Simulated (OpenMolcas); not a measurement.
Ru4+ (d4) in a complex was computed by CASSCF with the d shell active (OpenMolcas, ANO-RCC-VDZP on the metal). Its lowest spin-free states, and all those of the highest spin:

| 2S+1 | Degeneracy | E (cm-1) |
| --- | --- | --- |
| 5 | 1 | 0.0 |
| 3 | 1 | 14404 |
| 3 | 1 | 15397 |
| 3 | 2 | 15779 |
| 3 | 2 | 16375 |
| 3 | 1 | 16641 |
| 3 | 1 | 16961 |
| 3 | 1 | 20593 |
| 1 | 1 | 20595 |
| 1 | 1 | 20750 |
| 1 | 2 | 20763 |
| 3 | 2 | 21183 |
| 5 | 1 | 34250 |
| 5 | 2 | 41341 |
| 5 | 1 | 44345 |

Q: Is the site octahedral, tetrahedral or cube-like, axial, or of lower symmetry?

A: The states with 2S+1 = 5 have orbital degeneracies 1, 1, 2, 1. There are pairs but no triples, so the site is axial: not cubic, but with a proper or improper axis of order three or more. The run had Ru4+ with 5 ligands (oxide, bromide on the axis) in square pyramidal coordination (C4v) at 1.93 Å, the axial distance 2.465 Å. A charge of +1 e stands 3.2 Å behind each ligand. Ligand basis ANO-RCC-VDZP.

Without dynamic correlation the repulsion within the d shell is too large (B by tens of per cent), so at a given field states of lower spin stand too high. This shell can be high or low spin here, a state of another spin lies low, and with metal d orbitals alone active their balance is uncertain, so the ground spin may be wrong. The least metal-like active orbital is 67 % on the metal (Löwdin) and no ligand orbital is active, so the numbers are rough, and ground spin, moment and any spin crossover can be artefacts of this space; highly charged d ions in such sites are as a rule low spin. The oxide ions are held by bare point charges, a crude embedding. With metal d orbitals alone the field can be off either way by tens of per cent. Ligand-to-metal charge-transfer states are missing. With no ligand orbital active B as a rule stays too high, so bands that hang on it stand too high and its fall with covalency is understated. No measured value stands beside these numbers; the geometry is a model, was not optimised and need not be the one that this ion takes.
